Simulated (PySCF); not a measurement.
# Electronic structure of Cu+ (copper, charge +1) at the UHF level

Configuration: [Ar] 3d9 4s1, high-spin 3D determinant (an excited configuration). Computed with PySCF 2.14 in aug-cc-pwCVDZ-PP with ECP10MDF (6s6p5d3f, 70 functions), with scalar relativity through the core potential.

```
Total energy                                                  : -195.899157 hartree
One-electron energy                                           : -346.1384 hartree
Hartree (Coulomb) energy                                      : 167.9027 hartree
Exchange energy                                               : -17.6635 hartree
⟨S²⟩                                                          : 2.0008
⟨L²⟩                                                          : 6.016
Sum of ⟨r⟩                                                    : 16.79 bohr
Sum of ⟨r²⟩                                                   : 22.58 bohr²
Traceless quadrupole moment −½Σ⟨3z² − r²⟩ along its main axis : -0.244 e·bohr²
```

```tsv
shell	electrons	mean orbital energy (hartree)	spread (hartree)	rms radius, mean of both spins (bohr)
3s α	1	-5.86028	0	0.764
3s β	1	-5.73271	0	0.764
3p α	3	-4.05641	0.09493	0.810
3p β	3	-3.91495	0.07099	0.810
3d α	5	-1.08842	0.10755	1.05
3d β	4	-1.02490	0.08395	1.05
4s α	1	-0.61113	0	2.76
```

Energies and moments cover only the electrons outside the core potential.
